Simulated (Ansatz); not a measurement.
1-hydroxysiletane (C3H8OSi), SMILES O[SiH]1CCC1.

Coordinates come from a B3LYP-D3(BJ)/def2-SVP optimisation. One conformer was computed; it need not be the lowest.

Two levels are set side by side: PBE/def2-TZVPD (Ansatz, a first-principles code) and CAM-B3LYP/def2-TZVPD (Ansatz). Energy differences of separate SCF runs at the same geometry; the states with an electron removed or added have multiplicity 2 and 2. Differences are taken from unrounded values.

```json
[
 {"quantity": "vertical ionisation energy (eV)", "PBE": "9.50"},
 {"quantity": "vertical singlet–triplet gap (eV)", "PBE": "5.89"}
]
```

Q: These are the PBE values. What does CAM-B3LYP give? (The exact figures need the calculation; the answer reports its results.)

A: 
| quantity | CAM-B3LYP | PBE minus CAM-B3LYP |
|---|---|---|
| vertical ionisation energy (eV) | 9.99 | -0.50 |
| vertical singlet–triplet gap (eV) | 6.73 | -0.83 |
